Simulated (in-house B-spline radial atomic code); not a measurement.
The numbers below are computed, except where a source is named.
## Building a PAW d channel for Ag, r_c = 1.15 bohr

Ag, [Kr] 4d10 5s1, non-relativistic LDA (VWN5), spherical and spin-unpolarised, from an all-electron radial atomic-structure program (B-spline basis) (atomic units; all potentials screened as in the neutral atom).

Two all-electron partial waves φ1, φ2 are integrated outwards at E1 = ε(4d) = -0.298707 and E2 = E1 + 1 hartree; φ1 is the bound orbital and φ2 has unit norm inside r_c = 1.1541 bohr. Smooth partners are polynomials, r^3(a0 + a1 r² + a2 r⁴ + a3 r⁶), matched to φ and three derivatives at r_c, with no condition on the norm. The local potential is -27.2606 + (47.845) r² + (-35.2897) r⁴ + (9.71955) r⁶ inside 0.9449 bohr and the all-electron one outside.

```tsv
wave	φ(r_c)	φ'(r_c)	a0	a1	a2	a3
1	0.8808708	-0.2597028	3.601972	-4.575965	2.288572	-0.4207029
2	1.086494	-1.776787	6.411652	-8.716174	4.414386	-0.8154485
```

Inside r_c the overlaps are <φi φj> = [[0.41562, 0.64148], [0.64148, 1.00000]] and, for the smooth waves, [[0.37348, 0.56584], [0.56584, 0.86452]]. With χj = (Ej − T − V_local) applied to smooth wave j, the program's quadrature gives the matrix B_ij = <smooth i, χj> as [[0.32234, 0.49341], [0.56905, 0.88647]].

(1) Check the match of the first wave, and find the augmentation charges q_ij.

(2) B isn't symmetric. Show that D_ij = B_ij + Ej q_ij is.

Solving (T + V_local + Σ p D p) ψ = E (1 + Σ p q p) ψ in a sphere of 9 bohr gives these levels:

| all-electron | one projector | two projectors |
| --- | --- | --- |
| -0.298704 | -0.298704 | -0.298704 |
| 0.122225 | 0.122165 | 0.122225 |
| 0.401356 | 0.400925 | 0.401356 |
| 0.828714 | 0.826974 | 0.828714 |
| 1.396550 | 1.391270 | 1.396550 |

(3) What does the second projector gain?

Answers

(1) At r_c the four terms are 5.53695, -9.36914, 6.24121, -1.52815, which sum to 0.8809, φ1(r_c) to rounding. q_ij is the all-electron overlap less the smooth one: [[0.04215, 0.07564], [0.07564, 0.13548]]. The smooth first wave has a norm of 0.3735 inside r_c against 0.4156, and q11 > 0 puts back the missing charge.

(2) Integrating by parts gives B12 − B21 = (E1 − E2) q12: 0.49341 − (0.56905) = -0.07564, and −1 × (0.07564) = -0.07564. So D12 = 0.49341 + (0.701293)(0.07564) = 0.54646 and D21 = 0.56905 + (-0.298707)(0.07564) = 0.54646; D11 = 0.30975, D22 = 0.98148. The projectors, p = (B⁻¹)ᵀ χ, are dual to the smooth waves; det B = 0.005, small beside B11 B22, as the two smooth waves look alike inside r_c.

(3) With one projector the errors are 0.00, -0.06, -0.43, -1.74, -5.28 millihartree. With two the errors are 0.00, 0.00, 0.00, 0.00, 0.00 millihartree. The scattering is exact at E1 and at E2 = 0.701, and over all levels compared the largest error is under 0.01 millihartree. The lowest eigenvalue of the overlap operator is 1 with one and 0.979 with two projectors. The smooth orbital alone needs a cutoff of 40.1 hartree for 1 millihartree of kinetic energy, against 37 for a norm-conserving Troullier-Martins orbital of the same radius.
